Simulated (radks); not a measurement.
The numbers below are computed, except where a source is named.
Question: The mean radii <r> (bohr) of the occupied orbitals of an atom or ion are listed with their occupations. Code: a radial shooting solver on a logarithmic mesh with Libxc functionals. Model: Dirac Kohn-Sham, PBEsol, spin-unpolarised, spherical densities, point nucleus.

| orbital | occ. | <r> |
|---|---|---|
| 1s1/2 | 2 | 0.02782 |
| 2s1/2 | 2 | 0.1195 |
| 2p1/2 | 2 | 0.1008 |
| 2p3/2 | 4 | 0.1064 |
| 3s1/2 | 2 | 0.3220 |
| 3p1/2 | 2 | 0.3124 |
| 3p3/2 | 4 | 0.3238 |
| 3d3/2 | 4 | 0.2948 |
| 3d5/2 | 6 | 0.2984 |
| 4s1/2 | 2 | 0.7646 |
| 4p1/2 | 2 | 0.8014 |
| 4p3/2 | 4 | 0.8302 |
| 4d3/2 | 4 | 0.9636 |
| 4d5/2 | 6 | 0.9758 |
| 5s1/2 | 1 | 2.066 |
| 5p1/2 | 2 | 2.532 |
| 5p3/2 | 3 | 2.656 |

Name the element and its charge. Open shells, if any, fill j = l - 1/2 first.

Answer: Z = 52, tellurium, charge 0: Te in [Kr] 4d10 5s1 5p5. The 1s radius gives Z: for a bare nucleus <r> = (2 gamma + 1)/(2Z) with gamma = sqrt(1 - (Z/c)^2), 0.02741 bohr for Z = 52, and screening makes it slightly larger (0.02782 here). The occupations add up to 52, and the charge is Z minus that.
